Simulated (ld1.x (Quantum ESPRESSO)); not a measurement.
Configuration tests for zinc (PAW)

```json
{
 "Element": "zinc",
 "Generator": "ld1.x (Quantum ESPRESSO) 7.5",
 "Type": "PAW",
 "Functional": "PBE",
 "Relativity": "fully relativistic",
 "Frozen core": "[Ne]",
 "Valence charge": "20",
 "Reference configuration": "3s2 3p6 3d10 4s1.5 4p0 (charge +0.5)",
 "Partial waves": "3s (bound): rcut 1.05, rcutus 1.15 bohr; 4s (bound): rcut 1.05, rcutus 1.15 bohr; 3p (bound): rcut 1.05, rcutus 1.45 bohr; 4p (bound, empty): rcut 1.05, rcutus 1.45 bohr; 3d (bound): rcut 0.80, rcutus 0.95 bohr; 3d channel at 3.75 Ry: rcut 0.80, rcutus 0.95 bohr",
 "Local potential": "all-electron potential smoothed inside 0.80 bohr (lloc = -1)",
 "Core correction": "Bessel-smoothed model core, default radius (core density twice the valence density)",
 "Augmentation charge": "GAUSS, radius 0.65 bohr"
}
```

Open shells are filled in proportion to 2j + 1 (rel_dist='average').

Energies are relative to the spin-unpolarised reference configuration 3s2 3p6 3d10 4s1.5 4p0; without spin polarisation the order of configurations can differ from experiment. Not all tests gave a result: test run stopped at test 5 of 7 (negative rho), 1 before it not solved. Left out of the table: 3s2 3p6 3d10 4s0 4p0 (pseudo-atom not self-consistent, printed error +100 meV).

```tsv
valence configuration	charge	ΔE all-electron (eV)	error AE − PS (meV)
3s2 3p6 3d10 4s2 4p0	0	-3.941	-1.0
3s2 3p6 3d10 4s1 4p0	+1	5.948	-1.4
3s2 3p6 3d9 4s2 4p0	+1	13.960	-251
```

The ghost test of this file was not conclusive.
